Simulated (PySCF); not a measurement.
Zr(OMe)(H)3 (CH6OZr), SMILES C[O][ZrH3], multiplicity 1. Coordinates come from a PBE-D3(BJ)/def2-SVP optimisation. The multiplicity is an assumed one; no other spin state was optimised. The structure was generated by enumeration; whether it is a known compound was not checked. The def2 effective core potentials stand for the cores of Zr; spin–orbit coupling is left out.

**Question.** Give the equilibrium geometry at PBE-D3(BJ)/def2-SVP (PySCF confirms it by a frequency run) as bond lengths and angles, and its point group. (Estimate from the structure and the level; the computed values follow.)

**Answer.** point group C3v.
Atoms: Zr1 O2 C3 H4 H5 H6 H7 H8 H9. Bonds (Å): Zr1–O2 1.885, Zr1–H7 1.873, Zr1–H8 1.873, Zr1–H9 1.873, O2–C3 1.402, C3–H4 1.111, C3–H5 1.111, C3–H6 1.111. Bond angles (°): O2–Zr1–H7 105.7, O2–Zr1–H8 105.7, O2–Zr1–H9 105.7, H7–Zr1–H8 112.9, H7–Zr1–H9 112.9, H8–Zr1–H9 112.9, Zr1–O2–C3 180.0, O2–C3–H4 110.3, O2–C3–H5 110.3, O2–C3–H6 110.3, H4–C3–H5 108.6, H4–C3–H6 108.6, H5–C3–H6 108.6.
Charge 0, spin multiplicity 1.
